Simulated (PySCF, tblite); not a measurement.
C4H6OSSi.
Numbering: `[SiH3:1][O:2][c:3]1[cH:4][cH:5][cH:6][s:7]1` (hydrogens: H8, H9, H10 on Si1; H11 on C4; H12 on C5; H13 on C6)

Computed with GFN2-xTB (tblite), gas phase: Langevin dynamics at 400 K from the optimised GFN2-xTB geometry, time step 0.5 fs, friction 0.01 fs⁻¹, 2000 steps. Over the second half of the run the saved frames average 369 K.

Frame at 250 fs, instantaneous temperature 369 K:
```
atom  x, y, z in Å
Si1     2.366   -0.111    0.449
O2      1.075   -0.178   -0.583
C3     -0.229   -0.090   -0.281
C4     -1.288   -0.467   -0.985
C5     -2.505   -0.237   -0.264
C6     -2.345    0.311    0.917
S7     -0.649    0.461    1.389
H8      2.259    1.147    1.106
H9      2.489   -1.315    1.321
H10     3.464    0.137   -0.498
H11    -1.209   -0.873   -1.920
H12    -3.515   -0.390   -0.802
H13    -3.089    0.785    1.527
```

Frame at 425 fs, instantaneous temperature 352 K:
```
atom  x, y, z in Å
Si1     2.269   -0.685    0.604
O2      0.901   -0.198   -0.128
C3     -0.368   -0.196    0.199
C4     -1.419   -0.538   -0.667
C5     -2.698   -0.535   -0.073
C6     -2.661    0.018    1.197
S7     -1.045    0.415    1.664
H8      2.518    0.293    1.665
H9      2.222   -2.099    0.990
H10     3.270   -0.441   -0.562
H11    -1.272   -0.886   -1.642
H12    -3.606   -0.888   -0.533
H13    -3.366    0.211    1.942
```

Frame at 625 fs, instantaneous temperature 408 K:
```
atom  x, y, z in Å
Si1     1.840   -1.042    1.290
O2      0.675   -0.673    0.106
C3     -0.638   -0.333    0.106
C4     -1.460   -0.410   -1.020
C5     -2.696    0.184   -0.801
C6     -2.893    0.488    0.573
S7     -1.554    0.093    1.507
H8      1.373   -0.739    2.575
H9      2.180   -2.417    0.941
H10     3.008   -0.158    1.003
H11    -1.074   -0.447   -2.046
H12    -3.520    0.295   -1.485
H13    -3.667    1.002    1.054
```

Frame at 800 fs, instantaneous temperature 360 K:
```
atom  x, y, z in Å
Si1     1.507   -1.459    1.275
O2      0.485   -0.774    0.201
C3     -0.611   -0.176   -0.117
C4     -1.186   -0.045   -1.359
C5     -2.525    0.456   -1.252
C6     -2.953    0.699    0.043
S7     -1.719    0.255    1.147
H8      1.372   -1.173    2.777
H9      1.332   -2.856    0.881
H10     2.809   -1.054    0.904
H11    -0.584   -0.080   -2.317
H12    -3.167    0.642   -2.041
H13    -3.850    1.164    0.420
```

Frame at 1000 fs, instantaneous temperature 428 K:
```
atom  x, y, z in Å
Si1     1.397   -1.397    1.246
O2      0.429   -0.955   -0.058
C3     -0.816   -0.542   -0.157
C4     -1.744   -0.803   -1.115
C5     -2.968   -0.113   -0.828
C6     -2.992    0.617    0.302
S7     -1.405    0.495    1.111
H8      1.996   -0.109    1.735
H9      0.745   -2.362    2.283
H10     2.499   -2.041    0.530
H11    -1.543   -1.318   -1.998
H12    -3.879   -0.045   -1.524
H13    -3.701    1.321    0.779
```

Problem. What do single points at PBE0/pcSseg-1 (PySCF, gas phase) give on these frames?

Solution. 
```
t (fs)  GFN2-xTB E above start (eV)  DFT E above lowest frame (eV)  HOMO (eV)  LUMO (eV)  dipole (D)
   250                         0.52                           0.16      -6.46      -0.47        0.53
   425                         0.37                           0.00      -6.20      -0.40        1.15
   625                         0.59                           0.20      -5.93      -0.36        1.31
   800                         0.54                           0.21      -6.11      -0.32        0.77
  1000                         0.51                           0.00      -6.38      -0.52        0.78
```

The two levels order the frames alike by energy but for pairs within 0.08 eV at one level; measured from each level's lowest frame they differ by 0.14 eV at most. The HOMO–LUMO gap runs from 5.57 to 5.99 eV. These are instantaneous structures, not minima.

Problem. And the isotropic GIAO shieldings (ppm) from the same runs?

Solution. 
| atom | 250 fs | 425 fs | 625 fs | 800 fs | 1000 fs | mean | range |
| --- | --- | --- | --- | --- | --- | --- | --- |
| Si1 | 386.1 | 384.7 | 374.0 | 391.3 | 382.2 | 383.7 | 17.3 |
| O2 | 233.8 | 250.3 | 240.9 | 251.0 | 237.4 | 242.7 | 17.2 |
| C3 | 9.2 | 17.5 | 8.9 | 20.9 | 14.6 | 14.2 | 12.0 |
| C4 | 81.7 | 65.4 | 71.5 | 75.0 | 80.3 | 74.8 | 16.3 |
| C5 | 58.3 | 55.3 | 48.9 | 51.4 | 54.1 | 53.6 | 9.4 |
| C6 | 64.5 | 66.0 | 69.2 | 67.6 | 60.4 | 65.5 | 8.8 |
| S7 | 290.8 | 298.7 | 323.7 | 297.1 | 281.2 | 298.3 | 42.5 |
| H8 | 26.9 | 26.2 | 26.9 | 25.4 | 25.8 | 26.2 | 1.5 |
| H9 | 26.4 | 26.5 | 26.4 | 26.4 | 25.4 | 26.2 | 1.1 |
| H10 | 26.5 | 25.5 | 26.2 | 27.0 | 26.5 | 26.3 | 1.5 |
| H11 | 26.5 | 25.6 | 24.7 | 24.3 | 26.0 | 25.4 | 2.2 |
| H12 | 23.9 | 24.4 | 24.3 | 25.5 | 23.9 | 24.4 | 1.6 |
| H13 | 25.4 | 25.7 | 25.7 | 25.0 | 24.5 | 25.3 | 1.2 |

What follows is the cost of the whole dynamics run. On one thread, Intel Xeon 6975P-C (x86_64), on a shared host, this took 9.9 s and 0.18 GiB of memory at its peak.
